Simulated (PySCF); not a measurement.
ClPb, charge +1, multiplicity 1. Atoms are numbered in the order given.

```xyz
2

Pb     0.0000     0.0000    -0.4075
Cl     0.0000     0.0000     1.9654
```
Charge +1, spin multiplicity 1.

The structure is a stationary point at B3LYP-D3(BJ)/def2-TZVP. The spin state was assumed, not searched. The def2 effective core potentials stand for the cores of Pb; spin–orbit coupling is left out.

Calculation: PySCF with ωB97X/def2-TZVPD.

The molecule is in vacuum.

```yaml
total_energy: -652.90633 hartree
point_group: C∞v
highest_occupied_level: -16.92 eV
lowest_empty_level: -6.95 eV
orbital_gap: 9.97 eV
dipole_moment_about_the_centre_of_nuclear_charge: 3.27 D
mean_static_polarisability: 41.6 bohr³ (6.16 Å³)
polarisability_principal_values: 31.8, 31.8, 61.1 bohr³
```
